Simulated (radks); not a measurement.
Results of a calculation; reference values are marked as such.
Polarisability of the dysprosium ion Dy2+, [Xe] 4f10, at imaginary frequency. Level of theory: scalar-relativistic Kohn-Sham, exchange-only LDA, spin-polarised, spherical densities, finite nucleus; open shells are filled with parallel spins first (spin-orbit coupling, left out, can overturn this in heavy ions); Fermi nuclear charge, rms radius 5.2218 fm (a radial shooting solver on a logarithmic mesh with Libxc functionals). Response by self-consistent Sternheimer equations with the Hartree and adiabatic exchange-only LDA kernel, the relativistic mass of each level held fixed and spin-orbit coupling left out.

| w (hartree) | alpha1(iw) (bohr^3) |
|---|---|
| 0.00266 | 10.15 |
| 0.0143 | 10.06 |
| 0.0360 | 9.639 |
| 0.0697 | 8.904 |
| 0.118 | 8.090 |
| 0.186 | 7.302 |
| 0.280 | 6.584 |
| 0.413 | 5.898 |
| 0.605 | 5.123 |
| 0.892 | 4.150 |
| 1.35 | 3.001 |
| 2.12 | 1.862 |
| 3.59 | 0.9589 |
| 6.94 | 0.3811 |
| 17.5 | 0.09079 |

Static values: alpha1 = 10.16 bohr^3 (1.505 angstrom^3; uncoupled 26.96). C6 = 47.91, triple-dipole C9 = 270.3 atomic units. One-pole (London) frequency 4 C6 / (3 alpha1^2) = 0.619 hartree, against 0.514 for minus the highest occupied eigenvalue.
